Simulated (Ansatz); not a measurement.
Ansatz (a first-principles code) input:

Ansatz 0.2 input:
```yaml
crystal:
  periodic: [false, false, false]
  atoms:
    - {symbol: C, position_ang: [-0.00000000, -0.00000000, 0.00000000]}
    - {symbol: H, position_ang: [1.07877132, 0.00818296, 0.01706258]}
    - {symbol: H, position_ang: [-0.54598586, 0.92977198, -0.03910430]}
    - {symbol: H, position_ang: [-0.53278545, -0.93795494, 0.02204172]}
basis:
  gaussian:
    orbitals: STO-3G
magnetization: {spin_polarized: true, initial_magnetization: 1}
correlation: {method: fci, electrons: outside_noble_gas}
```

Problem. Predict the final energy.

Solution. -39.13430 Eh (FCI/STO-3G). The basis has 8 functions.
